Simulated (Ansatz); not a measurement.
# Ligand exchange: GaH2Br + KNH2 → GaH2(NH2) + KBr

Species: GaH2Br `[GaH2][Br]`, singlet; KNH2 `[NH2][K]`, singlet; GaH2(NH2), singlet; KBr, singlet. The partners trade Br for NH2: Ga–Br and K–NH2 bonds give way to Ga–NH2 and K–Br.

Shapes, held fixed at every level: PBE0-D4/def2-TZVP. Programs: Ansatz 0.2.0. The zero-point and thermal change to 298 K, harmonic and unscaled (PBE0-D4/def2-TZVP), is +7.5 kJ/mol.

Estimate ΔH(298 K) of this reaction.

The highest level, CCSD(T)/def2-TZVPP, gives ΔH(298 K) = -172.2 kJ/mol; the levels span -196.3 to -157.8. The column of differences is taken from that level and isn't an error. No measured value is set beside it here. Relativity is left out for Br, Ga unless named. Correlated rows may include outer-core shells of Br, Ga, K, which these sets cover unevenly.

```tsv
level	kind	ΔH(298 K) (kJ/mol)	less CCSD(T)/def2-TZVPP
PBE-D4/def2-TZVPP	GGA	-157.8	+14.4
BHLYP-D4/def2-TZVPP	global hybrid	-178.6	-6.4
r2SCAN0-D4/def2-TZVPP	global hybrid	-177.2	-5.0
wB97M-V/def2-TZVPP	range-separated hybrid	-170.4	+1.8
MP2/def2-SVP	perturbation theory	-196.3	-24.1
MP2/def2-TZVPP	perturbation theory	-171.5	+0.7
CCSD(T)/def2-SVP	coupled cluster or CI	-192.5	-20.3
CCSD(T)/def2-TZVPP	coupled cluster or CI	-172.2	0.0
```
